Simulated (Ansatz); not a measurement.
A structure relaxed at r2SCAN-D4/def2-SVP in Ansatz, charge -1, doublet:

```xyz
9

Sr    0.014    1.903   -1.894
Sr    1.972   -1.713   -1.628
Sr   -0.258   -1.158    1.715
Sr   -2.450    2.551    1.569
S    -1.786    3.692   -0.798
S     1.739    0.339   -3.378
S     2.253   -2.518    1.128
S     0.543   -3.475    0.147
S    -2.028    0.378    3.138
```

Question: Give its formula and point group.

Answer: Sr4S5⁻. Point group Cs (tolerance 0.1 Å).

Question: Summarise the bond lengths by kind (pairs closer than 1.2 times the sum of covalent radii, bridged metal pairs left out).

Answer: 10 × S–Sr 2.71 to 2.92 Å; 1 × S–S 2.19 Å.

In the def2 sets Sr takes a core potential; there is no spin–orbit coupling. Another isomer (doublet) lies 2.66 eV lower at PBE0-D4/def2-TZVPD; other spin states weren't run for this one.
